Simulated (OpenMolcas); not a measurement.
**P V: from CASSCF to CASPT2**

| Item | Value |
| --- | --- |
| Program | OpenMolcas 26.06 |
| Basis | ANO-R3 [6s5p4d2f1g] |
| Scalar Hamiltonian | X2C, finite nucleus |
| Active space | 1 electron in 4 orbitals (3s 3p) |
| State averaging | 2S+1 = 2 even, 1 root; 2S+1 = 2 odd, 3 roots |
| Spin-orbit coupling | RASSI with atomic mean-field integrals over the reference wave functions, term energies averaged over their components |

Methods on the same reference wave functions:
A. CASSCF
B. SS-CASPT2, IPEA 0.25 Eh, imaginary shift 0.1 Eh (closed shells correlated: 2s 2p)

Energies in cm⁻¹ above 3s ²S_1/2, the measured ground level; measured values from Martin, Zalubas and Musgrove, J. Phys. Chem. Ref. Data 14, 751 (1985).

```csv
Level,A,B,Measured
3s ²S_1/2,0.0,0.0,0.0
3p ²P°_1/2,88505,88972,88652
3p ²P°_3/2,89189,89655,89447
```

Deviations, from unrounded energies. A percentage is the sum of absolute deviations over the sum of measured energies, with the sign that they share, or ± where signs differ.

```json
{"Against measurement": "mean absolute deviation (cm-1)", "Levels": "2", "A": "200", "B": "260"}
{"Against measurement": "other configurations (%)", "Levels": "2", "A": "-0.2", "B": "+0.3"}
```

A lies closest to measurement on these levels. The largest miss of A in the table is 3p ²P°_3/2, by -260 cm-1. The ranking rests on the paired levels alone, and a cruder setting can come out closer through cancelling errors.

The lowest spin-free term lies below A's lowest term by 0.259 hartree in B.

With one active electron the reference holds no correlation, so core polarisation is missing (holds for A). With one active electron, CASPT2 adds the correlation within the correlated inactive shells and between them and that electron, and leaves the splitting within a term as the reference gives it (holds for B). Computed and measured levels are paired by configuration, term and J; levels that our copy of the source lacks, or whose pairing is in doubt (as where it misses far off the trend of its configuration), stay unpaired and out of the deviations. Levels of configurations outside the active space are missing.

° marks odd parity.
